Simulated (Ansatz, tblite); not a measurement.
Cost and result up the ladder for GeCl₂ (the lowest singlet isomer of a short search) (3 atoms). Charge 0, multiplicity 1. Geometry: B3LYP-D4/def2-TZVP.

```csv
atom,x (Å),y (Å),z (Å)
Ge1,0.001,-0.872,-0.350
Cl2,-0.751,-0.131,1.585
Cl3,0.750,1.003,-1.236
```

Ansatz on 4 threads of Arm Neoverse V2 on a shared host; xTB runs through tblite on one thread. Times are rough, summed over both states, and most runs start from the orbitals of an earlier one. CCSD(T)/def2-TZVPP serves as the yardstick here, not as an exact answer. Differences are given only for rows in sets of like size (and for xTB, whose basis is part of the method), since another set adds its own error. The other state is a quintet at its own geometry, which has other bonds, so the gap mixes isomer and spin.

The xTB rows come from tblite. Correlated methods freeze 19 core orbitals; core or outer-core shells of Ge are correlated, in sets that lack core-valence functions. HOMO above LUMO, or a gap near zero within one spin, warns that the state may not be the lowest or that an electron is smeared out. At PBE0-D4/def2-TZVP a singlet of charge 0 lies 7.29 eV below the quintet, each at its own geometry. The structure comes from a short search, and lower isomers may exist.

Correlated methods converge slowly with the basis.

xTB has no spin-polarisation term.

```csv
level,functions,wall time,quintet − singlet (eV),difference from CCSD(T)/def2-TZVPP (eV),remarks
GFN1-xTB,27,0.005 s,8.73,1.55,–
GFN2-xTB,27,0.012 s,9.90,2.72,–
HF/STO-3G,36,0.35 s,6.11,–,–
MP2/def2-TZVP,122,3.9 s,7.34,0.16,–
PBE-D4/def2-TZVP (with forces),122,5.2 s,7.24,0.06,gap within one spin near zero (quintet)
RPA@PBE/def2-TZVP,122,7.7 s,6.65,-0.52,–
B2PLYP/def2-TZVP,122,10 s,7.43,0.26,–
r2SCAN0-D4/def2-TZVP,122,12 s,7.02,-0.16,–
CCSD(T)/def2-TZVPP,132,18 s,7.18,0.00,–
```
